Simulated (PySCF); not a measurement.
SMILES CC([SiH2]C=O)(C)C (C₅H₁₂OSi) (GFN2-xTB optimised geometry):

```
19

C      0.041    -0.816     1.271
C      0.535    -0.120     0.000
C      2.065    -0.120     0.000
C      0.038     1.328     0.000
Si    -0.106    -1.038    -1.565
C     -2.020    -1.121    -1.446
O     -2.768    -0.417    -2.075
H      0.442    -0.317     2.153
H     -1.045    -0.788     1.335
H      0.361    -1.856     1.298
H      2.453    -1.136     0.025
H      2.454     0.370    -0.890
H      2.444     0.411     0.873
H     -1.050     1.369    -0.007
H      0.404     1.865    -0.873
H      0.391     1.850     0.890
H      0.372    -2.425    -1.571
H      0.260    -0.318    -2.782
H     -2.454    -1.865    -0.740
```

Method: B3LYP/def2-SVP (PySCF).

**Question.** What are the frontier orbital energies and the dipole moment?

**Answer.** HOMO-2 -9.25 eV, HOMO-1 -8.04 eV, HOMO -6.41 eV, LUMO -1.50 eV, LUMO+1 1.07 eV; dipole moment 2.55 D.

Meta-Löwdin charges at B3LYP/def2-SVP: C1 -0.28, C2 -0.12, C3 -0.28, C4 -0.28, Si5 0.59, C6 0.07, O7 -0.34, H8 0.09, H9 0.09, H10 0.09, H11 0.09, H12 0.09, H13 0.09, H14 0.09, H15 0.09, H16 0.09, H17 -0.11, H18 -0.10, H19 0.05.
